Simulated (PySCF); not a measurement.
Electron correlation in C²⁺ (carbon, charge +2)

[He] 2s2, closed-shell 1S. Computed with PySCF 2.14 in aug-cc-pwCVDZ (5s4p2d, 27 functions), with the non-relativistic Hamiltonian (point nucleus). Frozen: nothing; 4 electrons correlated.

| level | correlation energy (mhartree) |
| --- | --- |
| CCSD | -100.95 |
| (T) | -0.37 |
| CCSD(T) | -101.32 |
| CCSDT | -101.33 |

Diagnostics: T1 = 0.0064, D1 = 0.0128, largest double amplitude 0.154.

Problem. Is a single reference adequate?

Solution. Not fully. A double-excitation amplitude exceeds 0.15, a sign of near-degeneracy.
